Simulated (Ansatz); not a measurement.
C3H10SSi (`CC[SiH2]CS`), relaxed with RKS PBE-D4/def2-SVP in Ansatz from a rough embedded geometry. The force threshold is 0.03 eV/Å; the program also tests the step.

Total charge 0; spin multiplicity 1.

Start:

```xyz
15

C     0.794   -0.601   -1.564
C    -0.561   -0.294   -1.111
Si   -0.667    1.001    0.207
C     0.191    0.575    1.809
S    -0.443   -0.936    2.511
H     1.455   -1.049   -0.725
H     1.347    0.246   -1.941
H     0.789   -1.406   -2.320
H    -1.035   -1.180   -0.723
H    -1.128    0.069   -1.965
H    -0.131    2.304   -0.318
H    -2.131    1.276    0.555
H     1.355    0.376    1.534
H     0.218    1.394    2.496
H    -0.053   -1.775    1.556
```

```
step  energy (eV)  largest force (eV/Å)  largest move (Å)
   1  -21965.3087                 4.144             0.000
   2  -21965.7585                 1.380             0.078
   3  -21965.8300                 0.321             0.085
   4  -21965.8373                 0.086             0.041
   5  -21965.8393                 0.025             0.084
```

End:

```xyz
15

C     0.826   -0.669   -1.531
C    -0.602   -0.289   -1.115
Si   -0.692    1.076    0.201
C     0.265    0.572    1.770
S    -0.336   -1.015    2.483
H     1.424   -1.042   -0.672
H     1.375    0.199   -1.952
H     0.835   -1.468   -2.300
H    -1.148   -1.173   -0.719
H    -1.191    0.055   -1.993
H    -0.083    2.346   -0.346
H    -2.122    1.346    0.578
H     1.362    0.536    1.609
H     0.090    1.326    2.566
H    -0.003   -1.800    1.421
```

It took 15 s on 2 threads of an AMD EPYC 7R13 on a shared host, with 0.23 GiB of host memory at the peak.
